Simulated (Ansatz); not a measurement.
hydrogen chloride (HCl), singlet, at a GFN2-xTB geometry; CCSD(T)/def2-SVP (Ansatz, a quantum-chemistry and plane-wave program).

The Ansatz input:
Ansatz 0.2 input:
```yaml
crystal:
  periodic: [false, false, false]
  atoms:
    - {symbol: Cl, position_ang: [-0.00000000, -0.00000000, -0.07094563]}
    - {symbol: H, position_ang: [0.00000000, 0.00000000, 1.20607566]}
basis:
  gaussian:
    orbitals: def2-SVP
magnetization: {spin_polarized: false}
correlation: {method: ccsd_t, electrons: outside_noble_gas}
accuracy: high
```

Predict the main parts of the log of this Ansatz run.


```
Functional definition: HF
359 factors; integrals over basis functions are off by at most 1.0e-8 eV
mean field evaluation 1: about -12515.1389 eV, gradient 1.1e1 eV
mean field evaluation 2: about -12515.1396 eV, gradient 1.1e1 eV
mean field evaluation 4: about -12515.5536 eV, gradient 8.6e-1 eV
mean field evaluation 8: about -12515.5580 eV, gradient 1.3e-4 eV
mean field evaluation 16: about -12515.5571 eV, gradient 1.5e-1 eV
mean field -12515.55802355 eV, -459.9382740154 hartree, gradient 8.0e-9 eV, S^2 0.000000; 0 other end points of the search recorded, 0 dependent functions left out
5 core orbitals not correlated
reference -12515.55802355 eV, -459.9382740154 hartree; 4, 4 occupied and 14, 14 virtual orbitals, 359 factors
second order -3.94492207 eV of doubles, -0.00000000 eV of singles
cycle   1  -4.30236998 eV  change   -3.6e-1 eV  update   3.3e-2
cycle   2  -4.39436905 eV  change   -9.2e-2 eV  update   1.0e-2
cycle   3  -4.39942907 eV  change   -5.1e-3 eV  update   1.8e-3
cycle   4  -4.39956672 eV  change   -1.4e-4 eV  update   3.2e-4
cycle   5  -4.39946940 eV  change    9.7e-5 eV  update   6.9e-5
cycle   6  -4.39946544 eV  change    4.0e-6 eV  update   1.1e-5
cycle   7  -4.39946714 eV  change   -1.7e-6 eV  update   2.6e-6
cycle   8  -4.39946670 eV  change    4.4e-7 eV  update   6.0e-7
cycle   9  -4.39946673 eV  change   -3.2e-8 eV  update   1.5e-7
cycle  10  -4.39946679 eV  change   -5.7e-8 eV  update   3.1e-8
cycle  11  -4.39946675 eV  change    3.7e-8 eV  update   1.5e-8
cycle  12  -4.39946675 eV  change   4.0e-10 eV  update   1.1e-8
cycle  13  -4.39946674 eV  change    1.1e-8 eV  update   8.4e-9
cycle  14  -4.39946654 eV  change    2.0e-7 eV  update   4.5e-8
cycle  15  -4.39946654 eV  change    2.5e-9 eV  update   1.1e-8
cycle  16  -4.39946654 eV  change   9.4e-10 eV  update   2.2e-9
cycle  17  -4.39946654 eV  change   2.8e-10 eV  update  6.8e-10
perturbative correction -0.06040370 eV, -0.0022197949 hartree
Total energy: -12520.01789378 eV, -460.1021712235 hartree
```
